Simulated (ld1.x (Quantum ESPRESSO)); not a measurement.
Transferability test, TM potential for Ru (Z = 44)

ruthenium (Ru), norm-conserving Troullier–Martins (Kleinman–Bylander form), made with ld1.x (Quantum ESPRESSO) 7.5 (PBEsol, fully relativistic). Core [Ar] 3d10, reference 4s2 4p6 4d7 5s0.5 5p0 (charge +0.5). Waves: 4s (bound): rc 0.90 bohr; 4d (bound): rc 1.20 bohr; 4p (bound): rc 1.95 bohr. Local part: the p channel. Core correction: none.

Open shells are filled in proportion to 2j + 1 (rel_dist='average').

Occupied shells without a wave of their own: 5s. They enter only through the test configuration that unscreens the potential.

Energies are relative to the spin-unpolarised reference configuration 4s2 4p6 4d7 5s0.5 5p0; without spin polarisation the order of configurations can differ from experiment. The p channel is local and has no spin–orbit splitting in the pseudo-atom.

(1) Give the all-electron excitation energy and the error of the potential for: 4s2 4p6 4d7 5s1 5p0; 4s2 4p6 4d7 5s0 5p0; 4s2 4p6 4d6 5s0 5p0; 4s2 4p6 4d7.5 5s0.5 5p0; 4s2 4p6 4d6 5s1 5p1; 4s1 4p6 4d7 5s1 5p0; 4s2 4p6 4d4 5s0 5p0.

A Bessel basis up to 400 Ry misses an occupied level by 2.61 Ry, so cutoffs and ghosts were not judged. The potential misses its own reference levels by up to 2.3 eV, so it is not fit for use.

Answers

(1)

| valence configuration | charge | ΔE all-electron (eV) | error AE − PS (meV) |
| --- | --- | --- | --- |
| 4s2 4p6 4d7 5s1 5p0 | 0 | -2.875 | +110 |
| 4s2 4p6 4d7 5s0 5p0 | +1 | 4.425 | -143 |
| 4s2 4p6 4d6 5s0 5p0 | +2 | 22.609 | -193 |
| 4s2 4p6 4d7.5 5s0.5 5p0 | 0 | -3.189 | -0.1 |
| 4s2 4p6 4d6 5s1 5p1 | 0 | 2.800 | +302 |
| 4s1 4p6 4d7 5s1 5p0 | +1 | 79.747 | +229 |
| 4s2 4p6 4d4 5s0 5p0 | +4 | 97.699 | -207 |

ld1.x printed “convergence not achieved” for 7 of the counted tests; their residual had stalled under 1e-8, short of the target of 1e-14. The 5s level has no wave, so the channel is fitted at the deeper level alone: the likely source of the large errors.
